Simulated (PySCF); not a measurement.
Species: C3H3F3O.
Z-matrix (Å and degrees, PBE0-D3(BJ)/def2-SVP geometry), rows numbered from 1:
```
F 
C   1  1.3439
F   2  1.3453  1  108.73
C   2  1.5129  1  109.30  3  -119.42
F   4  1.3458  2  110.07  1   178.88
C   4  1.4529  2  124.16  1    25.88
O   4  1.3656  2  117.00  1   -46.06
H   2  1.1043  1  109.23  3   118.83
H   6  1.0956  4  117.57  7  -103.04
H   6  1.0951  4  120.69  7   101.84
```

Computed with PySCF at B3LYP/def2-SVPD, non-relativistic, on one gas-phase PBE0-D3(BJ)/def2-SVP geometry that isn't relaxed in the solvent. The solvent is an IEF-PCM continuum (cavity from Bondi-type radii × 1.2). Only the electrostatic response of the medium enters.

Gas phase at B3LYP/def2-SVPD: HOMO -8.92 eV, LUMO 0.39 eV, dipole 0.90 D.

**Question.** What does the continuum do to the energy, the frontier levels and the dipole at B3LYP/def2-SVPD in benzene?

**Answer.** 
| solvent | ε | E(solvent) − E(gas) (kJ/mol) | polarisation term (kJ/mol) | distortion of the solute (kJ/mol) | HOMO (eV) | LUMO (eV) | dipole (D) |
| --- | --- | --- | --- | --- | --- | --- | --- |
| benzene | 2.271 | -9.64 | -10.22 | 0.58 | -8.83 | 0.52 | 1.00 |

The polarisation term is half the interaction of the solute with the surface charges that it induces; the rest is the cost of distorting the solute's density. The sum is the electrostatic part of solvation alone.

**Question.** How does the static polarisability (B3LYP/def2-SVPD, frozen core, with the continuum's full static response) change?

**Answer.** 
| medium | isotropic (au) | principal values (au) | ⟨r²⟩ of the electrons (bohr²) |
| --- | --- | --- | --- |
| gas | 41.5 | 38.1, 40.0, 46.4 | 627.4 |
| benzene | 45.8 | 42.2, 44.0, 51.0 | 627.3 |

The isotropic value in benzene is 1.10 times the gas-phase one; no cavity-field correction is applied. ⟨r²⟩ is taken about the centre of nuclear charge.
